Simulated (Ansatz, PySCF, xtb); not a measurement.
Noncovalent pair: C2H2 (SMILES C#C) (first 4 atoms) with CH3NO (SMILES NC=O); geometry from B3LYP-D3(BJ)/def2-TZVP, rigid monomers moved along the line of their centres of mass till H4···O7 is 2.57 Å.
(charge 0, multiplicity 1):
```
atom    x (Å)    y (Å)    z (Å)
----  -------  -------  -------
C     -0.0471   0.5566  -0.6018
C      0.3104  -0.1962   0.2602
H     -0.3539   1.2080  -1.3834
H      0.6060  -0.8313   1.0689
N     -0.5516   0.8999   3.6209
C      0.0096  -0.1799   4.2077
O      0.5616  -1.0889   3.6212
H     -0.5317   0.9969   2.6159
H     -0.9914   1.6137   4.1738
H     -0.0811  -0.1625   5.3082
```

Monomers are frozen at their geometry in the pair; levels with a basis set take the counterpoise correction. Rows marked so take none.

Rows in 6-31G* carry no dispersion term and start afresh at each structure (6-31G* with six Cartesian d functions).

Programs: Ansatz (Gaussian basis) for Hartree–Fock, density functionals and correlated methods; PySCF for 6-31G* rows, the dispersion terms; xtb for the GFN methods. Values without a source in brackets are computed.

Q: Predict the interaction energy from GFN-FF.

A: -103 meV

Ansatz is a quantum-chemistry and plane-wave program.
